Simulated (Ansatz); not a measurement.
The cluster Os2O2⁺, 4 atoms. Hardware: 4 threads of Arm Neoverse V1 on a shared host.

In the def2 sets Os takes a core potential; there is no spin–orbit coupling. Correlated methods freeze 2 core orbitals; core or outer-core shells of Os are correlated, in sets that lack core-valence functions.

(1) How many basis functions does each of these Ansatz runs have, and roughly what does it cost? r2SCAN-D4/def2-TZVP, charge 0 triplet at the geometry of the charge 1 doublet, energy, from earlier orbitals; HF/def2-TZVP, charge 1 doublet, energy, from earlier orbitals; B2PLYP/def2-TZVP, charge 1 quartet, energy, from earlier orbitals; ωB97M-V/def2-TZVP, charge 1 doublet, energy, from earlier orbitals; PBE-D4/def2-TZVP, charge 1 doublet, energy, from earlier orbitals; CCSD(T)/def2-SVP, charge 1 quartet, energy, from earlier orbitals; MP2/def2-TZVP, charge 1 doublet, energy, from earlier orbitals; PBE0-D4/def2-TZVP, charge 0 singlet at the geometry of the charge 1 doublet, energy, from earlier orbitals; PBE-D4/def2-TZVP, charge 0 triplet at the geometry of the charge 1 doublet, energy, from earlier orbitals; r2SCANh-D4/def2-TZVP, charge 1 doublet, energy, from earlier orbitals; RPA@PBE/def2-TZVP, charge 1 quartet, energy, from earlier orbitals; CCSD(T)/def2-SVP, charge 1 doublet, energy, from earlier orbitals.

Answers

(1) Other jobs shared the machine, so times can vary by a factor of up to 3. A dash marks memory too small to be measured apart from the calling script's.

```tsv
run	functions	fitting or Cholesky vectors	wall time	peak host memory (GiB)
PBE0-D4/def2-TZVP, charge 0 singlet at the geometry of the charge 1 doublet, energy, from earlier orbitals	142	1138	3 s	–
PBE-D4/def2-TZVP, charge 1 doublet, energy, from earlier orbitals	142	1006	3.2 s	–
PBE-D4/def2-TZVP, charge 0 triplet at the geometry of the charge 1 doublet, energy, from earlier orbitals	142	1006	3.3 s	–
MP2/def2-TZVP, charge 1 doublet, energy, from earlier orbitals	142	1181	5 s	–
HF/def2-TZVP, charge 1 doublet, energy, from earlier orbitals	142	1420	5.5 s	–
RPA@PBE/def2-TZVP, charge 1 quartet, energy, from earlier orbitals	142	1181	6 s	–
B2PLYP/def2-TZVP, charge 1 quartet, energy, from earlier orbitals	142	1181	8.5 s	–
r2SCAN-D4/def2-TZVP, charge 0 triplet at the geometry of the charge 1 doublet, energy, from earlier orbitals	142	1006	18 s	–
r2SCANh-D4/def2-TZVP, charge 1 doublet, energy, from earlier orbitals	142	1006	19 s	0.55
ωB97M-V/def2-TZVP, charge 1 doublet, energy, from earlier orbitals	142	1060	45 s	0.7
CCSD(T)/def2-SVP, charge 1 quartet, energy, from earlier orbitals	92	886	61 s	1
CCSD(T)/def2-SVP, charge 1 doublet, energy, from earlier orbitals	92	886	74 s	1.1
```
